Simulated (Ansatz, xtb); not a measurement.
# Relative energy of two structures of CH4BFSe

Structure I is a singlet given by its coordinates and structure II is `C[Se]BF`, a singlet. Both are isolated molecules in the gas phase, relaxed with r2SCAN-D4/def2-SVP; the shapes shown needn't be the lowest conformers.

I (Å):

```yaml
atoms:
  - { symbol: C, position_ang: [-0.6733, 0.5907, -0.8164] }
  - { symbol: B, position_ang: [-2.0255, 1.2824, -0.4779] }
  - { symbol: F, position_ang: [-2.6300, 0.9967, 0.6811] }
  - { symbol: Se, position_ang: [0.3881, 2.0890, -0.0371] }
  - { symbol: H, position_ang: [-2.5602, 2.0790, -1.2135] }
  - { symbol: H, position_ang: [0.0788, 1.7284, 1.3559] }
  - { symbol: H, position_ang: [-0.4034, -0.3503, -0.3201] }
  - { symbol: H, position_ang: [-0.3901, 0.5750, -1.8769] }
```

Close contacts (Å): C1–B2 1.56, C1–Se4 1.99, B2–F3 1.34, B2–Se4 2.58, C1–H7 1.10, C1–H8 1.10, B2–H5 1.21, Se4–H6 1.47.

II (Å):

```xyz
8

C     0.4916    2.8838   -0.0714
B    -0.4727    0.3154    1.0115
F    -1.2905   -0.6929    1.2833
Se   -1.1360    1.7913   -0.0349
H     1.2853    2.3746    0.4900
H     0.8008    3.0235   -1.1150
H     0.2743    3.8575    0.3858
H     0.6645    0.2911    1.4216
```

Q: Estimate which is lower in electronic energy at CCSD(T)/def2-TZVP, and by roughly how much.

A: The CCSD(T)/def2-TZVP calculation puts structure II lower, by 13.6 kcal/mol.

The same difference at several levels:

```
                       level            geometry  E(II) − E(I) (kcal/mol)  departure from the last row (kcal/mol)  job, with rough time for the two
                    GFN2-xTB            GFN2-xTB                     −16.9                                    −3.3              optimisation, 0.33 s
                   HF/STO-3G            GFN2-xTB                     −21.2                                    −7.6              single point, 0.32 s
r2SCAN-D4/def2-SVP//GFN2-xTB            GFN2-xTB                     −13.0                                    +0.6               single point, 3.4 s
          r2SCAN-D4/def2-SVP  r2SCAN-D4/def2-SVP                     −12.7                                    +0.9                optimisation, 82 s
                HF/def2-TZVP  r2SCAN-D4/def2-SVP                     −13.3                                    +0.3           part of the CCSD(T) run
               MP2/def2-TZVP  r2SCAN-D4/def2-SVP                     −14.1                                    −0.5           part of the CCSD(T) run
           CCSD(T)/def2-TZVP  r2SCAN-D4/def2-SVP                     −13.6                                                     single point, 2.3 min
```

The levels shown agree on the order. The largest departure from CCSD(T)/def2-TZVP is that of HF/STO-3G, 7.6 kcal/mol.

With harmonic frequencies from r2SCAN-D4/def2-SVP (ideal gas, rigid rotor, one conformer each, 298.15 K, 1 atm): on the last row, ΔE + ΔZPE = −12.1, ΔH = −11.9, ΔG = −12.5 kcal/mol.

The correlated steps freeze 12 core orbitals; the filled d shell of Se is correlated, in a basis made for valence electrons. Mirror images aren't counted in ΔG. Programs: Ansatz 0.2.0, xtb 6.7.1; the last row on 2 threads of Arm Neoverse V1 on a shared host.
